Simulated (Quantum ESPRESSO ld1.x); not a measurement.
One sound ld1.x (Quantum ESPRESSO 7.5) input for the oxygen ion O2+ gives E = -73.166 hartree in 29 iterations:

```
 &input
    zed=8.0,
    iswitch=1,
    rel=2,
    dft='PBE',
    config='[He] 2s2 2p2',
    verbosity='high',
    lsmall=.true.,
    prefix='ld1',
    max_out_wfc=37,
    file_charge='ld1.rho',
 /
```

Changed or added lines, one case at a time, and what came of them:

- relpert=.true.: refused. The program stops in ld1_readin with "perturbative SO-splitting for AE calculations with rel=0 only": the perturbative correction needs rel = 0.
- lsd=2: refused. The program stops in ld1_readin with "lsd not correct": lsd takes 0 or 1.
- rmax=2.0: inaccurate. The mesh cuts the orbital tails; the run ends without a warning, but the energy is off by -0.05266 hartree against the default mesh.
- config='[He] 2s2 2p2 5g1': refused. The program stops in el_config with "l not found:G": the config string knows s, p, d and f alone.
- isic=1 latt=1: refused. The program stops in ld1_readin with "isic and latter correction not allowed": the two corrections exclude each other.
- beta=1.5: harmless. The Broyden-type mixing copes: 14 iterations against 29, same energy.
- dft='TPSS': refused. The program stops in ld1_setup with "meta-GGA not implemented for fully-relativistic case": ld1.x has meta-GGAs only for rel = 0 or 1.
